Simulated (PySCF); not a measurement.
# Distorted geometries of [Eu(NH3)3]3+

[Eu(NH3)3]3+ (singlet in the valence; each metal's 4f electrons, 6 of them, lie in its core potential, out of spins and levels). PySCF 2.14.0, RKS BP86, Eu lcecp-1-SVP with ECP52, N def2-SVP, H def2-SVP; non-relativistic Hamiltonian with scalar-relativistic core potentials where named; density fitting; no spin-orbit coupling. Relaxed geometry:

```xyz
13

Eu    0.0000    0.0000    0.7560
N     2.3349   -0.0004    0.0096
H     3.0306   -0.2796    0.7422
H     2.5715   -0.6404   -0.7847
H     2.7072    0.9216   -0.3183
N    -1.1671    2.0222    0.0096
H    -1.2732    2.7644    0.7422
H    -0.7312    2.5471   -0.7847
H    -2.1517    1.8837   -0.3183
N    -1.1678   -2.0219    0.0096
H    -1.7574   -2.4848    0.7422
H    -1.8403   -1.9068   -0.7847
H    -0.5555   -2.8053   -0.3183
```

**Question.** Order these distorted geometries by energy above the relaxed one, lowest first.
A.
```xyz
13

Eu   -0.0234    0.0787    0.8918
N     2.2302   -0.0595   -0.0963
H     3.0920   -0.3186    0.8561
H     2.5929   -0.6788   -0.7253
H     2.8227    0.8155   -0.3158
N    -1.3223    2.2769   -0.0410
H    -1.2205    2.8011    0.8857
H    -0.7691    2.5578   -0.7941
H    -2.1422    1.8337   -0.3486
N    -1.2274   -1.9870   -0.0107
H    -1.6954   -2.6563    0.5918
H    -1.7798   -1.9138   -0.9104
H    -0.5578   -2.7496   -0.2807
```
B.
```xyz
13

Eu   -0.0076    0.0576    0.6674
N     2.3026    0.0543   -0.0397
H     3.0036   -0.3107    0.7927
H     2.5138   -0.6548   -0.7723
H     2.6861    0.8846   -0.2155
N    -1.1923    1.9964   -0.0949
H    -1.2473    2.7549    0.8054
H    -0.6746    2.5306   -0.8528
H    -2.1220    1.9282   -0.2192
N    -1.1651   -1.9736    0.0438
H    -1.7230   -2.5419    0.7788
H    -1.7591   -1.9304   -0.8640
H    -0.6150   -2.7952   -0.3270
```
C.
```xyz
13

Eu   -0.0448   -0.0442    0.7507
N     2.2995    0.0588   -0.0116
H     3.0681   -0.2784    0.7512
H     2.5724   -0.5998   -0.8015
H     2.6808    0.9173   -0.2618
N    -1.1505    2.0171    0.0223
H    -1.3069    2.7350    0.7626
H    -0.7472    2.5777   -0.7851
H    -2.0979    1.8361   -0.2619
N    -1.1014   -2.0405    0.0186
H    -1.7515   -2.5078    0.6808
H    -1.8245   -1.8627   -0.8159
H    -0.5961   -2.8087   -0.3457
```

**Answer.** C (0.52 eV), B (1.36 eV), A (2.36 eV).

**Question.** Which forces (eV/Å) act in the one that lies 1.36 eV up?

**Answer.** 
```
Eu  -0.14 -0.32  0.27
N   -1.04 -6.58  4.05
H   -1.60  0.75 -1.82
H    0.31  0.41 -0.43
H    2.66  5.37 -1.88
N    5.79  2.57  3.90
H    0.46 -1.69 -2.49
H   -1.00 -0.08  0.27
H   -5.40 -0.37 -1.76
N   -0.64 -1.63 -1.06
H    0.07  1.00 -0.84
H   -0.11  0.31  1.42
H    0.65  0.24  0.37
```
Forces carry noise of the integration grid, about 0.01 to 0.03 eV/Å.

A frequency check found unstable modes (2, the lowest at -12 cm⁻¹), so the relaxed geometry is a saddle point, or these are noise. An lcecp potential fixes the number of 4f electrons, so in runs with it no electron can move into or out of that shell.
